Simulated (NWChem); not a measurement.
ZnHSBr; SMILES [Zn]([SH])[Br]

```xyz
4

Zn     0.0995     0.5855     0.0003
Br    -0.1466    -1.6385    -0.0007
S      0.3543     2.7420     0.0013
H     -0.9815     2.9568    -0.0093
```
Atoms are numbered in this order, from 1.

Computed with NWChem. Pople sets run with spherical d functions. Geometry: optimised at PBE0/def2-SVP. Vzz is the largest principal value of the second derivative of the potential at the nucleus (NWChem prints the opposite sign); η is the asymmetry. Non-relativistic.

Task: Predict the results for Hartree-Fock/6-31G*. Quantities: Vzz Zn1 (a.u.); η Zn1; Vzz Br2 (a.u.); η Br2; Vzz S3 (a.u.); η S3.

Result: 
| Item | Result |
|---|---|
| Vzz Zn1 (a.u.) | -1.636 |
| η Zn1 | 0.16 |
| Vzz Br2 (a.u.) | 2.411 |
| η Br2 | 0.04 |
| Vzz S3 (a.u.) | 1.715 |
| η S3 | 0.97 |
